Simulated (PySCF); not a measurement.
SbCl₃, optimised at PBE/def2-SVP:

```xyz
4

Sb    -0.2394     0.0834     0.1195
Cl     0.1022     0.8272    -2.1275
Cl     0.0846    -2.2627    -0.2118
Cl     1.9061     0.6311     1.0229
```

Method: PySCF energies (xtb for GFN2) plus ideal-gas RRHO corrections (1 bar). All species are closed-shell singlets. Sb: scalar-relativistic def2 core potential, no spin-orbit coupling.

Q: List the harmonic frequencies (cm⁻¹, unscaled) at this level and at the other levels, each on its own geometry.

A: 
- PBE/def2-SVP: 106, 106, 133, 350, 351, 361
- GFN2-xTB: 101, 101, 126, 300, 301, 326
- PBE0/def2-TZVP: 120, 120, 149, 361, 361, 383
